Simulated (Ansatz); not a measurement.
Species: H3ClSn, SMILES `[Cl][SnH3]` (charge 0, multiplicity 1).

Give a relaxed geometry from B3LYP-D3(BJ)/def2-TZVP run with Ansatz (an electronic-structure program).

the end point of this relaxation (outside a Z-matrix the atoms follow the SMILES, hydrogens last).
Z-matrix (Å, degrees):
```
Sn
H 1 1.7045
H 1 1.7045 2 112.67
H 1 1.7045 2 112.67 3 128.84
Cl 1 2.3563 2 106.05 4 115.58
```
